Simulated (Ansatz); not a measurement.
Z-matrix (Å, degrees):
```
C
O 1 1.399
H 1 1.095 2 110.1
H 1 1.096 2 112.5 3 120.7
H 1 1.095 2 110.0 3 -118.7
Al 2 1.682 1 132.8 3 -120.1
O 6 1.679 2 118.8 1 -0.0
O 6 1.680 2 120.3 1 179.1
C 7 1.409 6 136.1 2 -176.8
C 8 1.410 6 135.2 2 3.3
C 9 1.515 7 108.4 6 173.7
C 9 1.517 7 110.9 6 50.3
H 9 1.100 7 108.6 6 -68.7
C 10 1.515 8 108.4 6 177.3
C 10 1.517 8 110.8 6 53.9
H 10 1.100 8 108.7 6 -65.0
H 11 1.093 9 110.1 7 -62.8
H 11 1.092 9 110.4 7 56.7
H 11 1.093 9 110.9 7 177.1
H 12 1.094 9 110.0 7 61.3
H 12 1.093 9 110.7 7 -58.9
H 12 1.093 9 111.0 7 -179.0
H 14 1.092 10 110.4 8 56.7
H 14 1.093 10 110.1 8 -62.8
H 14 1.093 10 110.9 8 177.1
H 15 1.093 10 110.6 8 -59.3
H 15 1.093 10 111.0 8 -179.3
H 15 1.094 10 110.0 8 60.9
```

Charge 0, multiplicity 1.

(1) List the ωB97M-V/def2-TZVPP orbital energies in eV (Ansatz). (Estimate.)

Answers

(1) Ansatz gave: Occupied: -1531.60, -525.44, -525.40, -525.38, -282.77, -282.76, -282.40, -280.96, -280.96, -280.89, -280.88, -116.24, -75.90, -75.75, -75.74, -30.55, -30.27, -30.20, -24.15, -24.09, -21.92, -21.91, -21.35, -19.01, -18.80, -16.61, -16.15, -15.58, -15.16, -15.08, -14.86, -14.79, -14.61, -14.38, -13.26, -13.20, -13.15, -13.01, -12.72, -12.55, -12.29, -12.26, -10.80, -10.74, -10.61, -10.52, -10.23, -10.18. Lowest empty: 1.43, 2.14, 2.85, 2.95, 3.27, 3.83, 4.01, 4.09.
